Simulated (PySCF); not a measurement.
CdHCl, SMILES [CdH][Cl].

The structure is a stationary point at B3LYP-D3(BJ)/def2-TZVPD. The def2 effective core potentials stand for the cores of Cd; spin–orbit coupling is left out.

Calculation: TDDFT-PBE0/def2-TZVPD run with PySCF.

Vertical excitations; the highest root listed may be one member of a degenerate set.  State labels are in the subgroup C2v.

Problem. List the lowest excited states. (The exact figures need the calculation; the answer reports its results.)

Solution. 
```csv
state,symmetry,energy (eV),λ (nm),f,main pairs
S1,B2,6.12,203,0.022,HOMO→LUMO (degenerate set)
S2,B1,6.12,203,0.022,HOMO−1→LUMO (degenerate set)
S3,A2,6.49,191,0.000,"HOMO→LUMO+1 50 %, HOMO−1→LUMO+2 50 %"
S4,A2,6.51,190,0.000,"HOMO−1→LUMO+2, HOMO→LUMO+1 (degenerate set)"
S5,A1,6.51,190,0.000,"HOMO→LUMO+2, HOMO−1→LUMO+1 (degenerate set)"
S6,A1,6.75,184,0.000,"HOMO−1→LUMO+1 39 %, HOMO→LUMO+2 39 %, HOMO−2→LUMO 14 %, HOMO−3→LUMO 7 %"
S7,B1,7.09,175,0.051,HOMO−2→LUMO+1 (degenerate set)
S8,B2,7.09,175,0.051,HOMO−2→LUMO+2 (degenerate set)
S9,A1,8.01,155,0.905,"HOMO−2→LUMO 75 %, HOMO−3→LUMO 11 %"
S10,A1,8.27,150,0.261,HOMO−3→LUMO 78 %
T1,B2,5.76,215,0,HOMO→LUMO (degenerate set)
T2,B1,5.76,215,0,HOMO−1→LUMO (degenerate set)
T3,A1,5.77,215,0,HOMO−2→LUMO 94 %
T4,A1,6.22,199,0,"HOMO−1→LUMO+1 47 %, HOMO→LUMO+2 47 %"
```
Triplets are in the Tamm–Dancoff approximation, which puts them higher than full response would, so one can lie above its singlet here.
